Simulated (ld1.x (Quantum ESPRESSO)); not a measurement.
## Before and after: RRKJ potential for Sb

antimony, norm-conserving RRKJ (Kleinman–Bylander form), made with ld1.x (Quantum ESPRESSO) 7.5 (PBE, scalar-relativistic). Core [Kr], reference 4d10 5s2 5p2 (charge +1). Waves: 5p (bound): rc 1.90 bohr; 4d (bound): rc 0.95 bohr; 5s (bound): rc 1.70 bohr. Local part: the s channel. Core correction: Bessel-smoothed model core, default radius (core density twice the valence density). rho0 = 0.001.

Change: wave 4d (bound): rc 0.95 bohr becomes 4d (bound): rc 1.16 bohr.

Cutoffs: the cutoffs (Ry, on a coarse ladder) from which the occupation-weighted sum of valence levels, in a spherical-Bessel basis at the reference potential, stays within 10 and 1 mRy of its value at 400 Ry; they do not see the model core or the augmentation charge, which bear on the density cutoff. Errors are all-electron minus pseudo energies relative to the spin-unpolarised reference configuration.

Task: What does the change do?

Result: The potential gets softer (200 Ry and 300 Ry → 90 Ry and 160 Ry); the errors of the 7 common tests hardly move; neither file shows a bound ghost. A larger radius leaves more room for a smooth pseudo-wave, so fewer plane waves are needed.

| quantity | base | changed |
| --- | --- | --- |
| cutoff, loose | 200 Ry | 90 Ry |
| cutoff, tight | 300 Ry | 160 Ry |
| loose cutoff by channel (10 mRy a level) | p 10 Ry, d 120 Ry, s 21 Ry | p 10 Ry, d 80 Ry, s 21 Ry |
| bound ghosts | none | none |
| error for 4d10 5s2 5p3, meV [ΔE -8.32 eV] | +3.2 | +3.1 |
| error for 4d10 5s2 5p1, meV [ΔE 15.97 eV] | -3.0 | -3.0 |
| error for 4d10 5s2 5p0, meV [ΔE 40.38 eV] | -9.7 | -9.7 |
| error for 4d10 5s1 5p3, meV [ΔE 8.73 eV] | -3.9 | -3.9 |
| error for 4d10 5s1 5p4, meV [ΔE -0.21 eV] | -3.5 | -3.5 |
| error for 4d9 5s2 5p3, meV [ΔE 32.42 eV] | -441 | -435 |
| error for 4d9 5s2 5p4, meV [ΔE 22.80 eV] | -502 | -495 |
| s: phases at 2.04 bohr within 0.05 rad from the reference energy up to (Ry; the scan ends near 5) | 2.8 | 2.8 |
| p: phases at 2.04 bohr within 0.05 rad from the reference energy up to (Ry; the scan ends near 5) | to the end of the scan | to the end of the scan |
| d: phases at 2.04 bohr within 0.05 rad from the reference energy up to (Ry; the scan ends near 5) | -0.4 | -0.4 |
